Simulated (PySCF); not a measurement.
# Cost of response and excited-state runs on `C[N+](C)(C)/C=C/C=C/N`, [C7H15N2]+, charge +1

Molfile (atoms numbered from 1):
```
C7H15N2
     RDKit          3D

 24 23  0  0  0  0  0  0  0  0999 V2000
   -1.6150    1.3493   -0.5865 C   0  0  0  0  0  0  0  0  0  0  0  0
   -1.5649    0.0967    0.1848 N   0  0  0  0  0  0  0  0  0  0  0  0
   -2.3359   -0.9419   -0.5308 C   0  0  0  0  0  0  0  0  0  0  0  0
   -2.1713    0.3307    1.5116 C   0  0  0  0  0  0  0  0  0  0  0  0
   -0.1983   -0.3972    0.3832 C   0  0  0  0  0  0  0  0  0  0  0  0
    0.9177    0.0749   -0.1912 C   0  0  0  0  0  0  0  0  0  0  0  0
    2.2048   -0.4761    0.0443 C   0  0  0  0  0  0  0  0  0  0  0  0
    3.3181    0.0100   -0.5580 C   0  0  0  0  0  0  0  0  0  0  0  0
    4.5559   -0.4692   -0.3779 N   0  0  0  0  0  0  0  0  0  0  0  0
   -1.2313    1.1892   -1.5919 H   0  0  0  0  0  0  0  0  0  0  0  0
   -1.0217    2.1161   -0.0918 H   0  0  0  0  0  0  0  0  0  0  0  0
   -2.6452    1.6943   -0.6594 H   0  0  0  0  0  0  0  0  0  0  0  0
   -2.3254   -1.8704    0.0368 H   0  0  0  0  0  0  0  0  0  0  0  0
   -1.8842   -1.1273   -1.5039 H   0  0  0  0  0  0  0  0  0  0  0  0
   -3.3679   -0.6226   -0.6679 H   0  0  0  0  0  0  0  0  0  0  0  0
   -1.5955    1.0806    2.0517 H   0  0  0  0  0  0  0  0  0  0  0  0
   -2.1716   -0.5906    2.0912 H   0  0  0  0  0  0  0  0  0  0  0  0
   -3.1979    0.6775    1.4031 H   0  0  0  0  0  0  0  0  0  0  0  0
   -0.1606   -1.2416    1.0516 H   0  0  0  0  0  0  0  0  0  0  0  0
    0.8903    0.9148   -0.8698 H   0  0  0  0  0  0  0  0  0  0  0  0
    2.2861   -1.3103    0.7246 H   0  0  0  0  0  0  0  0  0  0  0  0
    3.2421    0.8436   -1.2442 H   0  0  0  0  0  0  0  0  0  0  0  0
    5.3463   -0.0700   -0.8499 H   0  0  0  0  0  0  0  0  0  0  0  0
    4.7136   -1.2407    0.2479 H   0  0  0  0  0  0  0  0  0  0  0  0
  1  2  1  0
  2  3  1  0
  2  4  1  0
  2  5  1  0
  5  6  2  0
  6  7  1  0
  7  8  2  0
  8  9  1  0
  1 10  1  0
  1 11  1  0
  1 12  1  0
  3 13  1  0
  3 14  1  0
  3 15  1  0
  4 16  1  0
  4 17  1  0
  4 18  1  0
  5 19  1  0
  6 20  1  0
  7 21  1  0
  8 22  1  0
  9 23  1  0
  9 24  1  0
M  CHG  1   2   1
M  END
```

PySCF with density fitting, on 1 thread of an Arm Neoverse V1, shared host. Command: `OMP_NUM_THREADS=1 python excited_run.py task.json out`

**Question.** How long does this run take, and how much memory?
- excited states, PBE0/def2-SVP; Tamm-Dancoff; spin-orbit couplings; 6 states; 4 triplets; quadratic response for 4 states

**Answer.** 
| run | level | basis functions | wall time | peak memory (GiB) |
| --- | --- | --- | --- | --- |
| excited states | PBE0/def2-SVP | 201 | 52 s | 0.87 |

Times from a shared host are rough.
